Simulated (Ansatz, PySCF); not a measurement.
Molecule: BF, charge 1, multiplicity 2. 
Structure (B3LYP-D3(BJ)/def2-TZVP (Ansatz, an electronic-structure program) minimum search):
```
B
F 1 1.2149
```
Charge +1, spin multiplicity 2.

Total electronic energies in hartree. Cores are frozen in the correlated levels unless marked. UHF or UKS for open shells. No spin-orbit coupling. No relativistic terms. CBS(X,Y): correlation extrapolated as X^-3; Hartree-Fock from the larger set (for Q and 5 zeta extrapolated as (X+1)exp(-9√X)).

| level | program | energy (Eh) |
|---|---|---|
| HF/6-31G* | Ansatz | -123.74854 |
| HF/def2-SVP | Ansatz | -123.64422 |
| HF/def2-QZVPPD | Ansatz | -123.80826 |
| RI-HF/def2-TZVPPD | Ansatz | -123.80197 |
| SVWN5/def2-TZVPD | Ansatz | -123.39418 |
| M06-L/def2-TZVPD | PySCF | -124.29826 |
| PBE0-D3(BJ)/def2-TZVPD | Ansatz + dftd3 | -124.18300 |
| PBE0/def2-TZVP | Ansatz | -124.18248 |
| TPSSh/def2-TZVPD | PySCF | -124.31414 |
| PW6B95-D4/def2-TZVPD | PySCF + dftd4 | -124.45492 |
| MN15/def2-TZVPD | PySCF | -124.21318 |
| MP2/def2-SVPD | Ansatz | -123.87444 |
| MP2/cc-pVQZ | Ansatz | -124.12156 |
| MP2/CBS(cc-pVTZ,cc-pVQZ) | Ansatz | -124.1400 |
| RI-MP2/aug-cc-pVTZ | Ansatz | -124.09163 |
| SCS-MP2/aug-cc-pVDZ | Ansatz | -123.97716 |
| SCS-MP2/def2-TZVPPD | Ansatz | -124.08151 |
| SCS-MP2/def2-QZVPPD | Ansatz | -124.11513 |
| CCSD/cc-pwCVTZ | Ansatz | -124.09530 |
| CCSD/def2-TZVPPD | Ansatz | -124.09216 |
| CCSD(T)/6-31G | Ansatz | -123.84661 |
| CCSD(T) with core electrons/cc-pwCVTZ | Ansatz | -124.20535 |
| CCSD(T)/CBS(cc-pVQZ,cc-pV5Z) | Ansatz | -124.1539 |

Totals of different functionals don't rank their quality; only differences between species are comparable.
